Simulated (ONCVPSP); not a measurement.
Before and after: ONCV potential for ruthenium (Ru)

```
Element                 : Ru
Generator               : ONCVPSP 4.0.1
Type                    : optimised norm-conserving Vanderbilt (ONCV)
Functional              : PBE
Relativity              : scalar-relativistic
Frozen core             : [Ar] 3d10
Valence charge          : 16
Reference configuration : 4s2 4p6 4d7 5s0.5 5p0.5
Partial waves           : 4s+5s: rc 1.85 bohr, ncon 4, nbas 7, qcut 7.3 1/bohr, 2 projectors; 4p+5p: rc 2.20 bohr, ncon 3, nbas 6, qcut 7.2 1/bohr, 2 projectors; 4d: rc 2.15 bohr, ncon 4, nbas 9, qcut 8 1/bohr, 1 projector
Local potential         : polynomial inside 1.25 bohr (lpopt 5, dvloc0 0 Ha)
Core correction         : Teter function fitted to the true core (icmod 2), fcfact 0.4
```

All-electron outer shells of the reference configuration (PBE, scalar-relativistic, ld1.x):

```json
{"shell": "3p", "level (eV)": "-448.05", "outermost node (bohr)": "0.16", "outermost maximum (bohr)": "0.36"}
{"shell": "3d", "level (eV)": "-273.94", "outermost node (bohr)": "–", "outermost maximum (bohr)": "0.30"}
{"shell": "4s", "level (eV)": "-77.22", "outermost node (bohr)": "0.48", "outermost maximum (bohr)": "0.92"}
{"shell": "4p", "level (eV)": "-47.28", "outermost node (bohr)": "0.49", "outermost maximum (bohr)": "0.98"}
{"shell": "4d", "level (eV)": "-6.03", "outermost node (bohr)": "0.48", "outermost maximum (bohr)": "1.21"}
{"shell": "5s", "level (eV)": "-4.82", "outermost node (bohr)": "1.24", "outermost maximum (bohr)": "2.69"}
{"shell": "5p", "level (eV)": "-1.36", "outermost node (bohr)": "1.41", "outermost maximum (bohr)": "3.87"}
```

Change: p: rc 2.6.

Cutoffs: the cutoffs (Ha) at which the residual kinetic energy of the hardest occupied pseudo-wave falls to 1 and 0.1 mHa per electron; they do not see the model core or the augmentation charge, which bear on the density cutoff. Errors are all-electron minus pseudo energies relative to the spin-unpolarised reference configuration.

Question: How do hardness, ghosts and transferability respond?

Answer: The potential gets neither clearly harder nor softer (20 Ha and 24 Ha → 20 Ha and 24 Ha); the d channel sets the loose cutoff, while the largest relative change is in p, which becomes softer; the errors of the 3 common tests hardly move; neither file shows a bound ghost.

```tsv
quantity	base	changed
cutoff, loose	20 Ha	20 Ha
cutoff, tight	24 Ha	24 Ha
loose cutoff by channel	s 16 Ha, p 15 Ha, d 20 Ha	s 16 Ha, p 12 Ha, d 20 Ha
bound ghosts	none	none
GHOST(+) flags under 300 eV	s at 178.9 eV	s at 178.9 eV
tests with a reliable result	3 of 4	3 of 4
error for 4s2 4p6 4d7 5s1 5p0, meV [ΔE -1.69 eV]	+0.2	+0.1
error for 4s2 4p6 4d7 5s0 5p0, meV [ΔE 5.60 eV]	-1.3	-1.5
error for 4s2 4p6 4d7.5 5s0.5 5p0, meV [ΔE -2.01 eV]	-0.7	-0.7
s: phases at 1.88 bohr within 0.05 rad from the reference energy up to (Ha; the scan ends near 5)	to the end of the scan	to the end of the scan
d: phases at 2.19 bohr within 0.05 rad from the reference energy up to (Ha; the scan ends near 5)	1.4	1.4
rms error of d²Exc/dni dnj with the model core, mHa	1.22	1.31
```
